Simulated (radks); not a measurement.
Task: Valence configurations of the oxygen ion O+ (all share [He]). Calculated with a radial shooting solver on a logarithmic mesh with Libxc functionals: Dirac Kohn-Sham, PBE, spin-unpolarised, spherical densities, finite nucleus; open shells fill j = l - 1/2 first; Fermi nuclear charge, rms radius 2.6991 fm. Order these by energy: 2p5; 2s1 2p4; 2s2 2p3; 2s0.5 2p4.5; 2s1.5 2p3.5.

Result: From the lowest, in eV above it: 2s2 2p3 0.000; 2s1.5 2p3.5 7.618; 2s1 2p4 15.243; 2s0.5 2p4.5 22.876; 2p5 30.515. NIST lists [He] 2s2 2p3 as the ground configuration; this level of theory agrees among the configurations tried. The energies are those of spherical spin-averaged densities, not of single terms.
